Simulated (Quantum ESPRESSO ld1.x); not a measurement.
The numbers below are computed, except where a source is named.
Problem. The aim is neutral helium in [He]. What will ld1.x (Quantum ESPRESSO 7.5) do with this input?

```
 &input
    zed=2.0,
    iswitch=1,
    rel=4,
    lsd=1,
    dft='PZ',
    config='[He]',
    prefix='ld1',
    max_out_wfc=37,
    file_charge='ld1.rho',
 /
```

Solution. Refused. The program stops in ld1_readin with "wrong rel": rel takes 0, 1 or 2.

Output (excerpt):

```
     Program LD1 v.7.5 starts

 %%%%%%%%%%%%%%%%%%%%%%%%%%%%%%%%%%%%%%%%%%%%%%%%%%%%%%%%%%%%%%%%%%%%%%%%%%%%%%
     Error in routine ld1_readin (1):
     wrong rel
 %%%%%%%%%%%%%%%%%%%%%%%%%%%%%%%%%%%%%%%%%%%%%%%%%%%%%%%%%%%%%%%%%%%%%%%%%%%%%%

     stopping ...
```

Run on one thread of a shared host, so times are rough (Intel(R) Xeon(R) Processor @ 2.60GHz): 0.51 s of CPU time, 0.55 s wall.
